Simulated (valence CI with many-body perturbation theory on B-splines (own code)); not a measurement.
Results of a calculation; reference values are marked as such.
# Pm³⁹⁺: what the settings do

Method: valence CI with perturbative core correlation (CI+MBPT): four valence electrons over a frozen Dirac-Fock core [Ar], a basis of 6 s, 6 p, 5 d, 5 f, 1 g functions for each j, with the one-electron correlation potential Σ1 (screened to all orders), the two-electron term Σ2, the three-electron term Σ3, Breit, model QED; selected single and double excitations, second order for the rest, scaled by the run's own slope (own B-spline code, finite nucleus).

No measured spectrum was set against this ion. As an estimate, large intervals hold to a few tenths of a per cent, small ones and those within an open d or f shell to about a per cent. Only levels of the ground parity were solved; by the run's estimate the other parity begins above the list, which can be wrong where configurations are misplaced.

The reference run has the lowest level (3d3/2^4) J=0 and an ionisation energy of 2892.31 eV. Its largest variational space holds 8174 state functions.

Levels are named by their leading jj configuration (3d3/2^4 stands for four electrons in 3d with j = 3/2), which in mixed levels can hold well under half, so a name can repeat and another be missing. Letters in brackets count levels of one name in rising energy.

Changed runs:
A. orbitals per symmetry with explicit Σ2 and valence Breit (the others get mean screening factors) 5 → 2
B. three-electron term on → off
C. logarithmic knot step 0.27 → 0.33
D. highest l in the core sums 6 → 1 (bad on purpose)

Excitation energies of the reference run in cm⁻¹, and shifts in cm⁻¹:

| Level | Reference | A | B | C | D |
| --- | --- | --- | --- | --- | --- |
| (3d3/2^3 3d5/2) J=1 | 175744 | -100 | -1003 | -0.5 | +1176 |
| (3d3/2^3 3d5/2) J=2 | 252011 | -68 | -992 | -0.6 | +2582 |
| (3d3/2^3 3d5/2) J=4 | 254082 | +174 | +312 | -0.4 | +3529 |
| (3d3/2^3 3d5/2) J=3 | 278692 | +40 | -395 | -0.5 | +3444 |
| (3d3/2^2 3d5/2^2) J=0 | 409615 | +17 | +175 | -0.7 | +228 |
| (3d3/2^2 3d5/2^2) J=4 [a] | 426733 | +90 | -708 | -0.9 | +3568 |
| (3d3/2^2 3d5/2^2) J=2 [a] | 430048 | +93 | -1505 | -0.7 | +2542 |
| (3d3/2^2 3d5/2^2) J=3 [a] | 441651 | +69 | -699 | -0.9 | +4358 |
| (3d3/2^2 3d5/2^2) J=5 | 468649 | +268 | -382 | -0.8 | +6167 |
| (3d3/2^2 3d5/2^2) J=6 | 487657 | +390 | -58 | -0.8 | +7132 |
| (3d3/2^2 3d5/2^2) J=1 | 487929 | +59 | -1174 | -0.8 | +2982 |
| (3d3/2^2 3d5/2^2) J=4 [b] | 517424 | +264 | +770 | -0.8 | +5686 |
| Ionisation energy (eV) | 2892.31 | +0.10 | -0.14 | -0.0022 | -0.80 |
